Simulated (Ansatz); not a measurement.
## Abstraction of H: C2H8AlN + SbH(CH2)(CH3) → C2H7AlN + SbH(CH3)2

Gas-phase species: C2H8AlN `C[N](C)[AlH2]`, singlet; SbH(CH2)(CH3), doublet; C2H7AlN `C[N](C)[AlH]`, doublet; SbH(CH3)2, singlet. A radical takes H: the energy is the difference in strength between the Al–H bond broken and the C–H bond made.

Shapes, held fixed at every level: PBE0-D4/def2-TZVP. Flexible molecules stand in one conformer, not always the lowest. Programs: Ansatz 0.2.0. The zero-point and thermal change to 298 K, harmonic and unscaled (PBE0-D4/def2-TZVP), is +15.2 kJ/mol.

| level | kind | ΔH(298 K) (kJ/mol) | less CCSD(T)/def2-SVP |
| --- | --- | --- | --- |
| MP2/def2-SVP | perturbation theory | -81.2 | -13.1 |
| MP2/def2-TZVPP | perturbation theory | -82.0 | -13.9 |
| HF/def2-TZVPP | Hartree–Fock | -39.7 | +28.4 |
| SPW92/def2-TZVPP | LDA | -92.0 | -23.9 |
| r2SCAN-D4/def2-TZVPP | meta-GGA | -65.0 | +3.1 |
| BHLYP-D4/def2-TZVPP | global hybrid | -57.1 | +11.0 |
| B2PLYP/def2-TZVPP | double hybrid | -65.6 | +2.5 |
| CCSD(T)/def2-SVP | coupled cluster or CI | -68.1 | 0.0 |

The highest level, CCSD(T)/def2-SVP, gives ΔH(298 K) = -68.1 kJ/mol; the levels span -92.0 to -39.7. The column of differences is taken from that level and isn't an error. No measured value is set beside it here. Open shells run unrestricted. For atoms past krypton def2 sets carry core potentials with scalar relativity. Outer-core shells of Sb are correlated, in sets that cover them unevenly.
